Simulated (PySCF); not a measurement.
C10H7FS.

```xyz
19

F      3.6998    -1.4760     0.2099
C      2.6800    -0.6211     0.1003
C      2.8411     0.7288    -0.0686
S      1.2992     1.5066    -0.1732
C      0.4405    -0.0080     0.0008
C     -1.0263    -0.0487    -0.0039
C     -1.7101    -1.1209     0.6013
C     -3.1031    -1.1747     0.5920
C     -3.8458    -0.1552    -0.0114
C     -3.1799     0.9182    -0.6096
C     -1.7863     0.9692    -0.6103
C      1.3271    -1.0555     0.1431
H      3.7722     1.2870    -0.1306
H     -1.1425    -1.9084     1.1004
H     -3.6134    -2.0147     1.0695
H     -4.9374    -0.1967    -0.0141
H     -3.7492     1.7188    -1.0878
H     -1.2773     1.8011    -1.1029
H      1.0397    -2.1011     0.2461
```
Charge 0, spin multiplicity 1.

Coordinates come from a B3LYP-D3(BJ)/def2-SVP optimisation. The values are those of a single conformer.

Computed with PBE/pcSseg-1 (PySCF). Non-relativistic, no solvent.

Q: Give the absolute GIAO shielding of each atom: isotropic value and principal components (ppm). (Estimate from the structure and the level; the computed values follow.)

A: 
```
atom  σ(iso)    σ11    σ22    σ33   span
----  ------  -----  -----  -----  -----
F1     281.9  172.7  285.2  387.8  215.1
C2      13.2  -42.1   29.8   52.0   94.1
C3      71.4    5.9   68.1  140.1  134.1
S4     301.1  172.1  332.9  398.2  226.1
C5      29.5  -34.8    6.1  117.3  152.2
C6      42.3  -48.2   14.2  160.9  209.1
C7      51.8  -45.3   39.8  160.9  206.2
C8      47.3  -60.5   35.0  167.6  228.0
C9      48.3  -58.2   34.8  168.4  226.7
C10     47.2  -60.6   34.7  167.5  228.1
C11     51.7  -46.4   41.9  159.5  205.9
C12     64.6    4.7   46.6  142.4  137.6
H13     24.8   21.5   25.3   27.6    6.0
H14     23.7   18.9   22.9   29.2   10.3
H15     23.8   20.6   24.0   26.8    6.3
H16     23.9   21.0   24.4   26.4    5.4
H17     23.8   20.6   24.0   26.9    6.4
H18     23.7   18.5   22.4   30.3   11.8
H19     24.2   20.2   25.1   27.3    7.1
```
